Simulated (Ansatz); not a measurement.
Isolated molecules relaxed with PBE0-D4/def2-TZVP in Ansatz; ΔE leaves out vibrations. CCSD(T)/CBS is the MP2 limit (def2-TZVPP, def2-QZVPP) plus CCSD(T) − MP2 in def2-TZVPP, frozen cores. DFT in def2-TZVPP. B3LYP here is the variant with VWN-RPA as its local correlation; programs differ in this. Each species was taken in one conformer, which may not be the lowest.

`C[SiH2]C(O)(F)F` + `CO[B]([AlH2])[SiH3]` → `C[SiH2][B]([AlH2])[SiH3]` + `COC(O)(F)F`  (formal exchange of groups at the Si–C bond)

```csv
level,ΔE (kcal/mol),difference from CCSD(T)/CBS
PBE-D4,27.1,0.5
r2SCAN-D4,24.8,-1.8
PBE0-D4,24.4,-2.2
B3LYP-D4,29.0,2.4
ωB97M-V,27.3,0.7
PBE,27.7,1.1
r2SCAN,25.0,-1.6
PBE0,24.9,-1.7
B3LYP,29.9,3.3
HF/def2-TZVPP,23.0,-3.6
MP2/def2-TZVPP,27.1,0.5
SCS-MP2/def2-TZVPP,27.5,0.9
CCSD(T)/def2-TZVPP,25.6,-1.0
MP2/def2-QZVPP,27.8,1.2
SCS-MP2/def2-QZVPP,28.2,1.6
HF/CBS(def2),23.4,-3.2
CCSD(T)/CBS,26.6,0
```

Largest T1 diagnostic among the species: 0.015.

From PBE to PBE0 (25 % exact exchange), in def2-TZVPP and without D4, ΔE moves by −2.8 kcal/mol. In def2-TZVPP, CCSD(T) changes the Hartree–Fock value by +2.6 kcal/mol (the triples alone add +0.5 kcal/mol) and MP2 by +4.0 kcal/mol.
